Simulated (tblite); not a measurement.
Compound: C5H10F2GeS.
Bonds: C1–C2 (double), C2–C3, C2–C4, C4–C5, C5–S6, S6–Ge7, Ge7–F8, Ge7–F9. Hydrogens: H10, H11 on C1; H12, H13, H14 on C3; H15, H16 on C4; H17, H18 on C5; H19 on Ge7.

Computed with GFN2-xTB (tblite), gas phase: L-BFGS steps from a force-field or distance-geometry start until the largest atomic force falls under 0.01 eV/Å.

Step 49: E = -830.9041 eV
```
atom  x, y, z in Å  |  force x, y, z in eV/Å
C1     -1.9503   -0.2400   -1.5029   -0.027   0.010  -0.020
C2     -1.5684    0.1733   -0.3063    0.015  -0.005  -0.030
C3     -2.4333    1.0722    0.5309   -0.058   0.043   0.027
C4     -0.2668   -0.2099    0.3430    0.076  -0.072   0.057
C5      0.6267   -1.1114   -0.4868    0.092  -0.046  -0.028
S6      2.0403   -1.7518    0.5147   -0.024   0.048  -0.012
Ge7     3.4387   -0.0461    0.4149   -0.016  -0.047  -0.009
F8      2.5951    1.4744    0.1631   -0.003   0.008   0.001
F9      4.3328   -0.0610   -1.0920    0.017   0.015  -0.006
H10    -2.8951    0.0653   -1.9193    0.003   0.010  -0.008
H11    -1.3551   -0.8934   -2.1136   -0.012   0.006  -0.037
H12    -2.9328    1.8161   -0.0871    0.010  -0.050   0.013
H13    -3.2025    0.4890    1.0375    0.011  -0.015  -0.002
H14    -1.8503    1.5854    1.2914    0.022   0.011  -0.023
H15     0.2796    0.7086    0.5789   -0.007   0.027   0.021
H16    -0.4763   -0.7146    1.2917   -0.081   0.033   0.015
H17     0.1132   -2.0200   -0.7980   -0.026   0.020   0.024
H18     1.0274   -0.6011   -1.3639   -0.026  -0.008   0.017
H19     4.4672    0.2742    1.4678    0.036   0.011   0.000
```

Step 50: E = -830.9053 eV
```
atom  x, y, z in Å  |  force x, y, z in eV/Å
C1     -1.9414   -0.2301   -1.5055   -0.012  -0.009  -0.017
C2     -1.5660    0.1749   -0.3039    0.012   0.006  -0.029
C3     -2.4347    1.0720    0.5318   -0.042   0.026   0.020
C4     -0.2660   -0.2133    0.3482    0.049  -0.042   0.029
C5      0.6281   -1.1145   -0.4829    0.069  -0.038  -0.006
S6      2.0383   -1.7567    0.5183    0.012   0.050   0.013
Ge7     3.4332   -0.0467    0.4122   -0.009  -0.057   0.001
F8      2.5794    1.4693    0.1609    0.015   0.002   0.004
F9      4.3179   -0.0643   -1.1011    0.013   0.021   0.001
H10    -2.8821    0.0757   -1.9307    0.004   0.021   0.011
H11    -1.3415   -0.8824   -2.1124   -0.008  -0.002  -0.054
H12    -2.9487    1.8021   -0.0899    0.010  -0.035   0.006
H13    -3.1935    0.4841    1.0482    0.013  -0.020   0.015
H14    -1.8525    1.6004    1.2828    0.018   0.003  -0.026
H15     0.2795    0.7056    0.5856   -0.002   0.016   0.021
H16    -0.4776   -0.7174    1.2968   -0.080   0.024   0.004
H17     0.1140   -2.0220   -0.7958   -0.033   0.018   0.016
H18     1.0341   -0.6048   -1.3577   -0.047   0.004   0.008
H19     4.4697    0.2775    1.4591    0.018   0.012  -0.017
```

Step 51: E = -830.9062 eV
```
atom  x, y, z in Å  |  force x, y, z in eV/Å
C1     -1.9361   -0.2240   -1.5074    0.006  -0.020  -0.013
C2     -1.5641    0.1759   -0.3029    0.011   0.011  -0.017
C3     -2.4359    1.0719    0.5328   -0.005  -0.010   0.004
C4     -0.2647   -0.2162    0.3517    0.004   0.000  -0.002
C5      0.6302   -1.1172   -0.4805    0.020  -0.015   0.021
S6      2.0371   -1.7590    0.5211    0.037   0.028   0.034
Ge7     3.4299   -0.0480    0.4107    0.008  -0.038   0.006
F8      2.5697    1.4660    0.1596    0.029  -0.007   0.006
F9      4.3090   -0.0659   -1.1067    0.009   0.022   0.007
H10    -2.8742    0.0827   -1.9376    0.003   0.027   0.022
H11    -1.3337   -0.8754   -2.1127   -0.008  -0.003  -0.059
H12    -2.9584    1.7927   -0.0914    0.001  -0.015  -0.006
H13    -3.1876    0.4807    1.0551    0.014  -0.022   0.028
H14    -1.8536    1.6098    1.2769    0.014  -0.002  -0.023
H15     0.2793    0.7039    0.5898    0.002  -0.003   0.021
H16    -0.4802   -0.7188    1.3001   -0.067   0.014  -0.004
H17     0.1138   -2.0229   -0.7941   -0.029   0.012   0.011
H18     1.0380   -0.6070   -1.3537   -0.053   0.011  -0.004
H19     4.4719    0.2801    1.4533    0.003   0.009  -0.031
```

Q: Estimate the geometry and energy of step 52. (The exact step hangs on the optimiser's Hessian estimate; all steps are aligned on step 51, rigid shifts and turns removed.)

A: E = -830.9068 eV, largest force 0.063 eV/Å
```
atom  x, y, z in Å  |  force x, y, z in eV/Å
C1     -1.9326   -0.2204   -1.5088    0.020  -0.021  -0.008
C2     -1.5625    0.1768   -0.3027    0.010   0.008  -0.010
C3     -2.4368    1.0717    0.5334    0.028  -0.038  -0.013
C4     -0.2636   -0.2182    0.3540   -0.033   0.034  -0.023
C5      0.6321   -1.1194   -0.4786   -0.028   0.009   0.040
S6      2.0369   -1.7598    0.5237    0.044   0.000   0.045
Ge7     3.4279   -0.0497    0.4099    0.025  -0.008   0.006
F8      2.5640    1.4636    0.1588    0.038  -0.017   0.009
F9      4.3033   -0.0664   -1.1103    0.007   0.021   0.010
H10    -2.8689    0.0879   -1.9417    0.001   0.028   0.027
H11    -1.3289   -0.8708   -2.1143   -0.010   0.000  -0.055
H12    -2.9647    1.7860   -0.0924   -0.008  -0.001  -0.014
H13    -3.1834    0.4780    1.0602    0.018  -0.021   0.033
H14    -1.8540    1.6160    1.2724    0.010  -0.004  -0.019
H15     0.2791    0.7028    0.5930    0.004  -0.019   0.020
H16    -0.4836   -0.7194    1.3021   -0.052   0.006  -0.010
H17     0.1129   -2.0233   -0.7927   -0.018   0.005   0.009
H18     1.0393   -0.6082   -1.3511   -0.050   0.013  -0.010
H19     4.4735    0.2820    1.4489   -0.006   0.006  -0.037
```

The energy changes by -0.0007 eV. The first-order estimate −F·Δx gives -0.0009 eV and the mean of the old and new forces, exact on a quadratic surface, -0.0007 eV. The step makes an angle of 76° with the force vector and moves no atom by more than 0.009 Å.

What follows is the cost of the whole relaxation. On Arm Neoverse V2, one thread, no GPU, shared host with 96 logical CPUs at a one-minute load of 41, this took 1.2 s of wall time.
